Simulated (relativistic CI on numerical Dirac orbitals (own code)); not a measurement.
**Sc⁺ in a cubic cluster: 3s photoemission with charge transfer**

Computed with a charge-transfer multiplet model of a cubic metal-ligand cluster with up to 2 ligand holes, Slater and spin-orbit integrals from Dirac-Coulomb-Breit ions, Slater integrals scaled by 0.9. The parameters are those of a tetrahedral site (10Dq negative, t2 hopping the larger). The ground state mixes d2 with configurations of k ligand holes L, whose averages lie at kΔ + k(k − 1)U_dd/2; a core hole lowers each added d electron by U_cd. 300 K, Lorentzian 1.4 eV and Gaussian 0.8 eV FWHM.

Atomic integrals in eV (Slater integrals scaled, ζ unscaled), ground: F2dd 5.299, F4dd 3.246, zeta_d 0.005; with the core hole: F2dd 7.010, F4dd 4.369, zeta_d 0.010, G2cd 7.455.

Cluster parameters (eV): Δ = 10.2, U_cd = 4.8, 10Dq = -0.15, 10Dq(ligand) = 0, V(eg) = 0.8, V(t2g) = -1.36, final-state hopping factor = 0.9.

| Case | n_d | d2 | d3L | d4L2 | S |
| --- | --- | --- | --- | --- | --- |
| U_dd = 1.6 eV | 2.11 | 0.89 | 0.10 | 0.00 | 1.00 |
| U_dd = 3.7 eV | 2.11 | 0.90 | 0.10 | 0.00 | 1.00 |
| U_dd = 5.1 eV | 2.11 | 0.90 | 0.10 | 0.00 | 1.00 |

Weights, n_d and S are thermal averages at 300 K. Binding energies count from the first peak over 30 % of the highest in each spectrum, which can be another peak from case to case. The parameters are a model scan and need not match a compound or its usual spin state. Peaks in eV (height, largest 100):
- U_dd = 1.6 eV: 0.0 (100), 4.5 (55)
- U_dd = 3.7 eV: 0.0 (100), 4.5 (54)
- U_dd = 5.1 eV: 0.0 (100), 4.5 (54)

For the case U_dd = 3.7 eV, Δ = 10.2 eV is larger than U_dd = 3.7 eV, the Mott-Hubbard side of the Zaanen-Sawatzky-Allen scheme. With the core hole the average of the configuration with one ligand hole lies at Δ − U_cd = 5.4 eV before mixing: it stays above the unscreened one, so the lowest final states keep mostly the nominal d count.

Without intra-shell correlation the exchange splitting of the 3s hole comes out too large.
